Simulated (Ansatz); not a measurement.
C2H7GeN (`C/N=[CH]\[GeH3]`). The species carries charge 0 and has multiplicity 1. Correlated methods include outer-core shells of Ge, which these sets cover unevenly. Scalar relativity is left out up to krypton.

| atom | x (Å) | y (Å) | z (Å) |
| --- | --- | --- | --- |
| C1 | 0.818 | 1.415 | 0.399 |
| N2 | 0.005 | 1.251 | -0.772 |
| C3 | -0.574 | 0.154 | -0.997 |
| Ge4 | -0.544 | -1.510 | 0.088 |
| H5 | 0.419 | 2.242 | 0.993 |
| H6 | 1.826 | 1.706 | 0.092 |
| H7 | 0.888 | 0.523 | 1.038 |
| H8 | -1.176 | 0.105 | -1.909 |
| H9 | -1.105 | -1.276 | 1.501 |
| H10 | 0.878 | -2.083 | 0.210 |
| H11 | -1.434 | -2.527 | -0.643 |

**Question.** Give the diagnostics of a CCSD(T)/def2-TZVPP run (frozen core, Ansatz). (Estimate.)

**Answer.** Ansatz gave: T1 = 0.0124, largest single amplitude 0.021, largest double 0.066, (T) share of the correlation energy 4.0 %, 9 CCSD cycles. The RHF solution is unstable towards an unrestricted one. T1 lies under the customary mark of 0.02 for closed shells.
